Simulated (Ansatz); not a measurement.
Ansatz (a quantum-chemistry and plane-wave program) input:

Ansatz 0.2 input:
```yaml
crystal:
  periodic: [false, false, false]
  atoms:
    - {symbol: C, position_ang: [1.07047504, 0.69372954, 1.08426543]}
    - {symbol: B, position_ang: [0.46359583, -0.24182661, 0.13953698]}
    - {symbol: C, position_ang: [1.07296706, -1.70637452, -0.17874205]}
    - {symbol: N, position_ang: [-0.76705311, 0.04730652, -0.64671354]}
    - {symbol: C, position_ang: [-1.57611342, 1.19981100, -0.34478124]}
    - {symbol: H, position_ang: [0.67036195, 1.67668251, 1.33473297]}
    - {symbol: H, position_ang: [2.00747154, 0.47178168, 1.59549331]}
    - {symbol: H, position_ang: [0.35895174, -2.51385495, 0.04911772]}
    - {symbol: H, position_ang: [1.97651431, -1.90506797, 0.40613208]}
    - {symbol: H, position_ang: [1.33422354, -1.82550449, -1.24042495]}
    - {symbol: H, position_ang: [-1.32715795, -0.75975923, -0.88197765]}
    - {symbol: H, position_ang: [-0.96536475, 2.10450502, -0.42934975]}
    - {symbol: H, position_ang: [-1.99385792, 1.20797062, 0.68018516]}
    - {symbol: H, position_ang: [-2.41372190, 1.29823796, -1.04905184]}
basis:
  gaussian:
    orbitals: aug-cc-pVDZ
total_charge: -1
magnetization: {spin_polarized: false}
correlation: {method: ccsd_t, electrons: outside_noble_gas}
output: {forces: true}
```

Which total energy does the run end on?

-198.82363 Eh (CCSD(T)/aug-cc-pVDZ). The basis has 196 functions.

It need not be the lowest isomer of its formula. Whether it binds its extra electron was not tested at this geometry.
